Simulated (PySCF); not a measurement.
C2H8BClSi, SMILES CB(C)[SiH2]Cl. Atoms are numbered in the order given.

```xyz
13

Si     0.8267    -0.3330    -0.4879
Cl     1.4463     1.5395     0.2062
B     -1.0850    -0.7310     0.0656
C     -1.9666     0.4048     0.6688
C     -1.6338    -2.1807    -0.1523
H      1.8003    -1.3430     0.0346
H      0.9665    -0.3191    -1.9794
H     -1.4087     1.1629     1.2384
H     -2.3571     0.9397    -0.2233
H     -2.8450     0.0578     1.2349
H     -2.7261    -2.2241    -0.2894
H     -1.4274    -2.6923     0.8111
H     -1.1354    -2.7805    -0.9287
```
Charge 0, spin multiplicity 1.

Coordinates come from a PBE0-D3(BJ)/def2-SVP optimisation. The structure was generated by enumeration, and PubChem lists no compound with its InChIKey, so it may never have been made. The values are those of a single conformer.

All values below come from PySCF with r2SCAN/def2-TZVP.

ESP charges are fitted to the potential on shells at 1.4 to 2.0 van der Waals radii. Atomic charges (e):

```tsv
atom	ESP fit	Löwdin
Si1	-0.06	…
Cl2	-0.15	…
B3	0.68	-0.60
C4	-0.70	-0.26
C5	-0.82	-0.26
H6	-0.01	…
H7	-0.01	…
H8	0.15	0.15
H9	0.17	0.18
H10	0.17	0.14
H11	0.19	0.14
H12	0.20	0.17
H13	0.20	0.14
```

Q: Fill in the missing entries. (An estimate is asked for; the answer gives what the named calculation found.)

A: 
- Si1, Löwdin: 0.08
- Cl2, Löwdin: 0.17
- H6, Löwdin: -0.03
- H7, Löwdin: -0.02

Q: Give the Mayer and Wiberg (Löwdin basis) orders of the bonds. (The exact figures need the calculation; the answer reports its results.)

A: 
```csv
bond,Mayer,Wiberg
Si1–Cl2,1.08,1.76
Si1–B3,0.95,1.07
B3–C4,1.06,1.38
B3–C5,1.02,1.37
Si1–H6,0.93,0.91
Si1–H7,0.93,0.91
C4–H8,0.95,0.86
C4–H9,0.91,0.81
C4–H10,0.95,0.86
C5–H11,0.95,0.86
C5–H12,0.91,0.82
C5–H13,0.96,0.87
```
